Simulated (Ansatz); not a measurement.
Total energies of CuAg2 from Ansatz at PBE-D4/def2-TZVP, gas phase (1 Eh = 27.2114 eV = 2625.5 kJ/mol). The reference geometry is relaxed at PBE-D4/def2-TZVP.

```csv
atom,x (Å),y (Å),z (Å)
Ag1,1.8115,-0.5118,-1.1179
Ag2,-2.1289,0.3168,0.4007
Cu3,0.3174,0.1950,0.7172
```

```json
{"state": "charge 0 doublet", "geometry": "reference", "energy (Eh)": "-1934.32283"}
{"state": "charge 1 singlet", "geometry": "reference", "energy (Eh)": "-1934.07158"}
{"state": "charge 0 quartet", "geometry": "relaxed at PBE-D4/def2-TZVP", "energy (Eh)": "-1934.24172"}
{"state": "free Ag atom (doublet)", "geometry": "–", "energy (Eh)": "-146.98341"}
{"state": "free Cu atom (doublet)", "geometry": "–", "energy (Eh)": "-1640.24447"}
```

In the def2 sets Ag takes a core potential; there is no spin–orbit coupling.

(1) Work out the vertical ionisation energy to the singlet.

(2) Which of the charge 0 states is lowest, and how far above it are the others?

(3) What is the binding energy per atom against free atoms?

(1) E(charge 1 singlet) − E(charge 0 doublet) = -1934.07158 − (-1934.32283) = 0.25125 Eh = 6.84 eV. For comparison, −ε of the highest occupied level of the spin that leaves is 4.49 eV at this level, 2.35 eV less.

(2) The doublet. quartet: -1934.24172 − (-1934.32283) = 0.08111 Eh = 213.0 kJ/mol. The quartet differs in its bonds from the reference.

(3) Atoms: 2 × (-146.98341) + 1 × (-1640.24447) = -1934.21129 Eh. Binding: -1934.21129 − (-1934.32283) = 0.11154 Eh = 3.04 eV, or 1.01 eV for each of 3 atoms (no zero-point energy, no counterpoise term).

The structure comes from a short search, and lower isomers may exist.
